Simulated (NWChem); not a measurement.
Species: CH5N2S cation; SMILES NC([NH3+])=S

```xyz
9

N      1.2281    -0.9947     0.0001
C      0.1418    -0.2053     0.0000
N     -1.1528    -1.0589    -0.0004
S     -0.0196     1.4086     0.0001
H      1.2177    -2.0180    -0.0011
H      2.1458    -0.5384     0.0001
H     -1.9394    -0.3789     0.0035
H     -1.2424    -1.6647     0.8418
H     -1.2454    -1.6580    -0.8469
```
Atoms are numbered in this order, from 1.

Level: PBE-D3(BJ)/def2-SVP (NWChem), optimised geometry, unscaled harmonic frequencies. 

| frequency (cm⁻¹) | IR intensity (km/mol) |
|---|---|
| 140 | 2.1 |
| 315 | 61.9 |
| 363 | 4.6 |
| 422 | 3.8 |
| 505 | 101.1 |
| 579 | 55.2 |
| 619 | 22.3 |
| 867 | 24.0 |
| 947 | 0.9 |
| 951 | 5.4 |
| 1157 | 65.1 |
| 1372 | 162.7 |
| 1474 | 95.2 |
| 1522 | 88.5 |
| 1554 | 40.8 |
| 1608 | 241.6 |
| 3253 | 36.4 |
| 3359 | 117.3 |
| 3363 | 99.9 |
| 3464 | 170.8 |
| 3582 | 115.4 |

```yaml
zero_point_energy: 44.9 kcal/mol
thermal correction to the enthalpy at 298.15 K (with zero-point energy): 48.8 kcal/mol
heat capacity Cv: 17.8 cal/(mol K)
entropy at 298.15 K and 1 atm (symmetry number 1): 72.3 cal/(mol K)
```

Rigid rotor and harmonic oscillator.
